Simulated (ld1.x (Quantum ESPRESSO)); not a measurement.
## Varying the PAW potential for nitrogen

Base potential:

- Element: nitrogen (N)
- Generator: ld1.x (Quantum ESPRESSO) 7.5
- Type: PAW
- Functional: PBEsol
- Relativity: non-relativistic
- Frozen core: [He]
- Valence charge: 5
- Reference configuration: 2s2 2p3
- Partial waves: 2s (bound): rcut 1.00, rcutus 1.10 bohr; 2s channel at 0.9 Ry: rcut 1.00, rcutus 1.10 bohr; 2p (bound): rcut 1.20, rcutus 1.50 bohr; 2p channel at -0.05 Ry: rcut 1.20, rcutus 1.50 bohr
- Local potential: all-electron potential smoothed inside 1.20 bohr (lloc = -1)
- Core correction: Bessel-smoothed model core inside 0.50 bohr
- Augmentation charge: BESSEL, radius 1.05 bohr

All-electron outer shells of the reference configuration (PBEsol, non-relativistic, ld1.x):

```json
{"shell": "2s", "level (eV)": "-18.43", "outermost node (bohr)": "0.32", "outermost maximum (bohr)": "1.02"}
{"shell": "2p", "level (eV)": "-7.04", "outermost node (bohr)": "–", "outermost maximum (bohr)": "0.98"}
```

Cutoffs, loose and tight: the cutoffs (Ry, on a coarse ladder) from which the occupation-weighted sum of valence levels, in a spherical-Bessel basis at the reference potential, stays within 10 and 1 mRy of its value at 400 Ry. They do not see the model core or the augmentation charge, which bear on the density cutoff. Test errors are all-electron minus pseudo excitation energies from the reference, over the configurations 2s2 2p2; 2s2 2p1; 2s2 2p0; 2s1 2p0; 2s2 2p2.5; 2s1 2p4; 2s1 2p3. A dash means not determined; rows that change the core or the reference have their own tests.

| change | outcome | cutoff, loose | cutoff, tight | bound ghosts | largest test error (meV) |
| --- | --- | --- | --- | --- | --- |
| base | generated | 30 Ry | 45 Ry | none | -17 |
| all radii but the core radius scaled by about 0.75 (s 0.82, p 1.12 bohr, rcut 0.74/0.90); local potential all-electron potential smoothed inside 0.90 bohr (lloc = -1); augmentation BESSEL, radius 0.78 bohr | generated | 55 Ry | 90 Ry | none | -37 |
| all radii but the core radius scaled by about 0.82 (s 0.90, p 1.22 bohr, rcut 0.82/0.98); local potential all-electron potential smoothed inside 0.98 bohr (lloc = -1); augmentation BESSEL, radius 0.86 bohr | generated | 45 Ry | 60 Ry | none | -34 |
| all radii but the core radius scaled by about 0.93 (s 1.02, p 1.40 bohr, rcut 0.94/1.12); local potential all-electron potential smoothed inside 1.12 bohr (lloc = -1); augmentation BESSEL, radius 0.98 bohr | generated | 35 Ry | 55 Ry | none | -25 |
| all radii but the core radius scaled by about 1.08 (s 1.18, p 1.62 bohr, rcut 1.08/1.30); local potential all-electron potential smoothed inside 1.30 bohr (lloc = -1); augmentation BESSEL, radius 1.14 bohr | generated | 25 Ry | 40 Ry | none | +11 |
| all radii but the core radius scaled by about 1.16 (s 1.28, p 1.74 bohr, rcut 1.16/1.40); local potential all-electron potential smoothed inside 1.40 bohr (lloc = -1); augmentation BESSEL, radius 1.22 bohr | generated | 25 Ry | 35 Ry | none | +23 |
| all radii but the core radius scaled by about 1.22 (s 1.34, p 1.84 bohr, rcut 1.22/1.46); local potential all-electron potential smoothed inside 1.46 bohr (lloc = -1); augmentation BESSEL, radius 1.28 bohr | generated | 21 Ry | 30 Ry | none | +32 |
| all radii but the core radius scaled by about 1.28 (s 1.42, p 1.92 bohr, rcut 1.28/1.54); local potential all-electron potential smoothed inside 1.54 bohr (lloc = -1); augmentation BESSEL, radius 1.34 bohr | generated | 18 Ry | 30 Ry | none | +42 |
| all radii but the core radius scaled by about 1.38 (s 1.52, p 2.08 bohr, rcut 1.38/1.66); local potential all-electron potential smoothed inside 1.66 bohr (lloc = -1); augmentation BESSEL, radius 1.46 bohr | generated | 18 Ry | 25 Ry | none | +94 |

Reading the sweep of the scale of all radii but the core radius (base = 1) (base included, trends over the rows without a ghost): The loose cutoff falls from 55 Ry at 0.75 to 18 Ry at 1.38. A larger radius leaves more room for a smooth pseudo-wave, so fewer plane waves are needed; a smaller one forces it to follow the all-electron wave where it bends sharply. The median size of the test errors (rows with all tests solved) is not monotonic: lowest 0.8 meV at 0.75, highest 2.9 meV at 1.38.
